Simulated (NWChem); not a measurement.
Molecule: SnF2, singlet; SMILES [F][Sn][F]

Results from NWChem. Low-valent species are run as closed-shell singlets; no triplet was tried in these runs. All runs use the structure optimised with PBE0/def2-SVP. No frequency run checked for a minimum. def2 effective core potentials on Sn; no spin-orbit coupling. Gas phase, vertical.

CAM-B3LYP/def2-SVPD, TDA puts singlet state 1 at 5.25 eV with oscillator strength 0.163.

Give the wavelength, the transition dipole and the radiative lifetime of that state in vacuum.


1. λ = 1239.84/5.25 = 236 nm, or 42340 cm⁻¹.
2. f = (2/3) ΔE μ² in atomic units, so μ = √(1.5 f/ΔE) = 1.13 a.u. = 2.86 D.
3. τ = 1.499 s cm⁻² / (f ν²) = 5.1 ns, for a non-degenerate state that emits at the vertical energy.
